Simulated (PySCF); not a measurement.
InH2Cl, SMILES [Cl][InH2]. Geometry: PBE-D3(BJ)/def2-TZVP. The def2 effective core potentials stand for the cores of In; spin–orbit coupling is left out.

All values below come from PBE-D3(BJ)/def2-TZVP in PySCF.

Harmonic wavenumbers (cm⁻¹): 334, 389, 526, 549, 1796, 1819. Rotational constants (GHz): 98.84, 3.275, 3.170; symmetry number 2.

Question: Work out the zero-point energy and the ideal-gas rigid-rotor harmonic-oscillator thermochemistry at 298.15 K and 1 atm.

Answer: ZPE = ½ Σ hcν = ½ × 5414 cm⁻¹ = 7.74 kcal/mol. H − E(el) = 10.80 kcal/mol. Entropy in cal/(mol K): translation 40.97, rotation 21.89, vibration 3.39, total 66.25. G − E(el) = -8.95 kcal/mol. Cp = 13.43 cal/(mol K).
